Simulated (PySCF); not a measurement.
## Correlation energy of Ag²⁺ (silver, charge +2)

[Kr] 4d8 5p1, one real determinant (an excited configuration). Computed with PySCF 2.14 in x2c-TZVPPall (8s6p6d2f1g, 79 functions), with the spin-free X2C one-electron Hamiltonian (Gaussian nucleus). Frozen: [Ar] 3d10; 17 electrons correlated.

```json
{"level": "CCSD", "correlation energy (mhartree)": "-514.79"}
{"level": "(T)", "correlation energy (mhartree)": "-11.28"}
{"level": "CCSD(T)", "correlation energy (mhartree)": "-526.07"}
```

Diagnostics: T1 = 0.0070, D1 = 0.0336, largest double amplitude 0.035.

**Question.** Is a single reference adequate?

**Answer.** Yes, within this model without spin-orbit coupling: T1 lies below 0.03 and no double amplitude reaches 0.07.

The reference is one real determinant that mixes LS terms of this configuration.

This basis was not built for core-valence correlation, so the inner-shell part is incomplete.
